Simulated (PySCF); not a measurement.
Unknown compound

The spectra below were simulated for a compound C₄H₉N₃OSi₂.

¹H NMR (300 MHz, computed): δ 9.82 (s, 1H), 5.70 (s, 2H), 5.36 (s, 3H), 2.60 (s, 3H).

¹³C{¹H} NMR (computed): δ 168.8 (C), 168.8 (C), 162.2 (CH), 23.8 (CH3).

How the numbers were obtained: shieldings: GIAO PBE0/pcSseg-1, geometry from GFN2-xTB, in PySCF 2.14 (equivalent nuclei averaged, non-relativistic Hamiltonian, no solvent, single conformer).

δ = σ(ref) − σ, references computed at the same level: TMS for ¹H and ¹³C.

Question: Which candidate is it?
A. C[SiH2]c1ncnnc1O[SiH3]
B. Cc1ncnnc1[SiH2]O[SiH3]
C. Cc1ncnnc1O[SiH2][SiH3]

Answer: B. 

1. The formula gives 4 degrees of unsaturation (1 ring in the answer).
2. 4 carbon signals for 4 carbons: no two carbons are equivalent.
3. Carbon types of the structure: 2 × C, 1 × CH, 1 × CH3, leaving 5 H on heteroatoms.
4. δC 168.8, 168.8: substituted aromatic carbon next to a ring nitrogen.
5. δC 162.2: aromatic CH between two ring heteroatoms.
6. δC 23.8: methyl carbon on an aromatic ring; aliphatic region, no heteroatom directly attached.
7. δH 9.82: hydrogen on an aromatic CH between two ring heteroatoms; it sits in the deshielding region of the aromatic ring current.
8. δH 2.60: hydrogen on a methyl carbon on an aromatic ring; benzylic-type position, deshielded by the ring.

The others: C[SiH2]c1ncnnc1O[SiH3] has carbons computed at 173.2, 161.2, 159.3, -9.6; Cc1ncnnc1O[SiH2][SiH3] has carbons computed at 168.7, 157.9, 157.7, 22.8.

Shifts are as computed. Against solution values, carbons near 30 ppm lie about +3 ppm off and those near 130 ppm about +5 ppm. Of 1211 compounds with measured shifts, 218 miss one by over three times the rms of a fit or turn the order of signals round; such compounds aren't used in these exercises. Multiplicities follow the n + 1 count of equivalent neighbours, as no J values were calculated; m marks all less simple cases, F and P coupling included.
